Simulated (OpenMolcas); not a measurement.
# Ionisation energies of niobium

```
Program             : OpenMolcas
Basis               : ANO-RCC [10s9p8d5f4g2h]
Scalar Hamiltonian  : DKH2, point nucleus
Spin-orbit coupling : RASSI with atomic mean-field integrals over the reference wave functions, term energies averaged over their components
```

Active shells in each charge state: the valence d, s shells, with orbitals averaged over the low states. Where CASPT2's correlated closed shells are named, they are those of the first ion.

A. CASSCF
B. SS-CASPT2, IPEA 0.25 Eh, imaginary shift 0.1 Eh (closed shells correlated: 4s 4p)
C. SS-CASPT2, IPEA 0.25 Eh, imaginary shift 0.1 Eh (closed shells correlated: 3d 4s 4p)
D. SS-CASPT2, IPEA 0 Eh, imaginary shift 0.1 Eh (closed shells correlated: 4s 4p)

Energies in eV between the lowest computed levels, named as in B; reference values from the NIST Atomic Spectra Database with their kind.

```tsv
From	To	A	B	C	D	Spin-orbit share in B	Reference
Nb 4d4 5s 6D 1/2	Nb+ 4d4 5D0	6.106	6.774	6.788	6.983	-0.023	6.759 (measured)
Nb+ 4d4 5D0	Nb2+ 4d3 4F 3/2	12.919	14.163	14.151	14.253	-0.030	14.320 (semi-empirical)
```

Other lowest levels: A, Nb 4d4 5s 6D 1/2 to 4d3 5s 5F1; D, Nb 4d3 5s2 4F 3/2 to 4d4 5D0; A, Nb+ 4d3 5s 5F1 to 4d3 4F 3/2.

Error against the reference values, in %:

| From | Reference | A | B | C | D |
| --- | --- | --- | --- | --- | --- |
| Nb | measured | -9.7 | +0.2 | +0.4 | +3.3 |
| Nb+ | semi-empirical | -9.8 | -1.1 | -1.2 | -0.5 |

Absolute error against the one measured value: A 0.65 eV, B 0.02 eV, C 0.03 eV, D 0.22 eV. B lies closest.

The lowest level within the active space need not be the ion's true ground level.
